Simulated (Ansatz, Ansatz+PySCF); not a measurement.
```xyz
2

O     0.0000    0.0000   -0.8615
O     0.0000    0.0000    0.8615
```

Basis set: STO-3G (spherical functions). Left uncorrelated: 2 orbitals. Correlation on ROHF uses semicanonical orbitals with singles. Charge 0, multiplicity 3.

Computed with Ansatz (development build ahead of 0.2.0); each method stands on the lowest determinant of its kind that the runs found.

Question: Give the atomization energy at this shape (free ground-state atoms in the same class of orbitals less the molecule, no zero-point energy) of triplet O2 by PBE0 (unrestricted), ROHF-MP2, UHF-MP2, UHF, ROHF.

Answer:

```tsv
method	atomization energy
PBE0 (unrestricted)	159.7 kJ/mol
ROHF-MP2	-53.8 kJ/mol
UHF-MP2	-76.9 kJ/mol
UHF	-101.1 kJ/mol
ROHF	-228.5 kJ/mol
```

Caution: the shape is not the minimum. Caution for ROHF-MP2, ROHF: an unrestricted determinant lies well below. Caution for ROHF-MP2, UHF-MP2: another reference gives a lower total; large amplitudes, a single reference is doubtful. Caution for ROHF-MP2, UHF-MP2, UHF, ROHF: the determinant may break the point group. Caution for UHF-MP2, UHF: the unrestricted determinant is spin contaminated. Caution for UHF, ROHF: the molecule lies well above its atoms at this level.

This basis has no polarisation functions and is too small for such energies, which can lie far from measured ones in either direction.
